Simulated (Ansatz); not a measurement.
The same substitution along the group F, Cl, Br.

Computed with Ansatz on PBE0-D4/def2-TZVP structures; ΔE is electronic, products minus reactants. CBS: MP2 limit from def2 TZ/QZ plus the TZ coupled-cluster correction, frozen cores. This one scheme is used for every species. For Br outer-core shells are correlated without core-valence functions, which leaves a few kJ/mol of doubt a bond. Scalar relativity is left out up to krypton. One conformer a species, not always the lowest.

Question: Order these by ΔE at CCSD(T)/CBS, lowest first. (Estimate.)
A. `OC[SiH2]Cl` + HCl → `ClC[SiH2]Cl` + H₂O
B. `OC[SiH2]F` + H–F → `FC[SiH2]F` + H₂O
C. `OC[SiH2]Br` + HBr → `BrC[SiH2]Br` + H₂O

Answer: C (-0.60 eV), A (-0.44 eV), B (+0.04 eV).

Largest T1 diagnostic: 0.011, for `FC[SiH2]F`.
